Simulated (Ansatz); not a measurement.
CH2Cl, doublet, geometry from GFN2-xTB; PBE/aug-cc-pVDZ run with Ansatz (an electronic-structure program).

Input for Ansatz:
Ansatz 0.2 input:
```yaml
crystal:
  periodic: [false, false, false]
  atoms:
    - {symbol: C, position_ang: [-1.09862696, 0.00303740, -0.02301348]}
    - {symbol: Cl, position_ang: [0.57686873, -0.00159488, 0.01208396]}
    - {symbol: H, position_ang: [-1.60478493, 0.94530203, -0.03926969]}
    - {symbol: H, position_ang: [-1.61022182, -0.93641342, -0.02807665]}
basis:
  gaussian:
    orbitals: aug-cc-pVDZ
hamiltonian:
  xc: pbe
magnetization: {spin_polarized: true, initial_magnetization: 1}
```

What the program printed (banner, timings and long lists left out):

```
Functional definition: PBE
689 factors; their error is unknown
mean field evaluation 1: about -13574.9038 eV, gradient 4.2e1 eV
mean field evaluation 2: about -13544.4014 eV, gradient 7.0e1 eV
mean field evaluation 4: about -13584.0093 eV, gradient 4.1e0 eV
mean field evaluation 8: about -13584.0849 eV, gradient 1.0e-1 eV
mean field evaluation 16: about -13584.0849 eV, gradient 2.2e-5 eV
mean field -13584.08491211 eV, -499.2059128965 hartree, gradient 2.2e-5 eV, S^2 0.753354; 0 other end points of the search recorded, 0 dependent functions left out
reference -13584.08497716 eV, -499.2059152872 hartree; 13, 12 occupied and 55, 56 virtual orbitals, 689 factors
Total energy: -13584.08497716 eV, -499.2059152872 hartree
```
